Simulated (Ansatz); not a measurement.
H3NZn (SMILES [NH2][ZnH]) moved off its minimum; all values from Ansatz (a quantum-chemistry and plane-wave program), cores frozen in correlated methods.
(charge 0, multiplicity 1)
```xyz
5

Zn    -0.2879    -0.0832    -0.4671
H     -1.3004    -0.3329    -1.4859
N      0.9218    -0.0066     0.9354
H      1.2951    -0.4276     1.8052
H      0.8336     0.9140     1.3773
```

Forces at PBE/def2-TZVPP (eV/Å):

```
atom      Fx      Fy      Fz
----  ------  ------  ------
Zn1    0.914  -0.714   1.533
H2    -0.519   0.117  -0.797
N3     0.163   1.007   0.956
H4    -0.423  -1.057  -1.119
H5    -0.135   0.648  -0.573
```

**Question.** Give the forces (eV/Å), the total energy and the dipole at CCSD(T)/def2-TZVPPD.

**Answer.** 
| atom | Fx | Fy | Fz |
|---|---|---|---|
| Zn1 | 0.936 | -0.686 | 1.489 |
| H2 | -0.517 | 0.099 | -0.763 |
| N3 | 0.211 | 1.105 | 1.336 |
| H4 | -0.527 | -0.931 | -1.385 |
| H5 | -0.102 | 0.413 | -0.677 |
Energy -1834.7277 hartree, dipole 0.80 D.
